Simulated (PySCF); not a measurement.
ClGeH₅SSi, SMILES Cl[SiH2][S][GeH3].

The structure is a stationary point at B3LYP-D3(BJ)/def2-SVP. The structure was generated by enumeration, and PubChem lists no compound with its InChIKey, so it may never have been made. Other conformers were not sampled.

Two levels are set side by side: PBE/def2-TZVP (PySCF) and HF/def2-TZVP (PySCF). Same geometry, gas phase. Differences are taken from unrounded values.

```csv
quantity,PBE
orbital gap (eV),4.97
highest occupied level (eV),-6.43
lowest empty level (eV),-1.46
dipole moment (D),1.22
mean polarisability (bohr³),90.0
```

Task: These are the PBE values. What does HF give? (An estimate is asked for; the answer gives what the named calculation found.)

Result: 
```
quantity                         HF  PBE minus HF
---------------------------  ------  ------------
orbital gap (eV)              13.19         -8.21
highest occupied level (eV)  -10.38          3.95
lowest empty level (eV)        2.80         -4.26
dipole moment (D)              1.36         -0.14
mean polarisability (bohr³)    81.3           8.7
```

PBE's occupied levels lie high since its potential decays too fast outside the molecule; exact exchange lowers them and widens the gap. PBE's more diffuse valence density responds more strongly to a field. Differences between two approximate levels are no errors against the true value.

Rough cost on one machine, each run with all the roots and properties that it gave: HF against PBE about 1/3.
